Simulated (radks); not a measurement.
Results of a calculation; reference values are marked as such.
Task: The cadmium ion Cd8+ is in [Kr] 4d(3/2: 4, 5/2: 0). Code: a radial shooting solver on a logarithmic mesh with Libxc functionals. Model: Dirac Kohn-Sham, PBE, spin-unpolarised, spherical densities, finite nucleus; Fermi nuclear charge, rms radius of each element as measured or else 0.836 A^(1/3) + 0.57 fm. Sub-shells are occupied by j as written (lower j first in brackets). One electron is removed from 4s1/2, 4d3/2, 4p3/2, 4p1/2 in turn, with full relaxation. Which removal costs least, and what does each cost?

Result: 4d3/2 150.85 eV; 4p3/2 210.80 eV; 4p1/2 217.70 eV; 4s1/2 254.60 eV. The 4d3/2 electron leaves first.
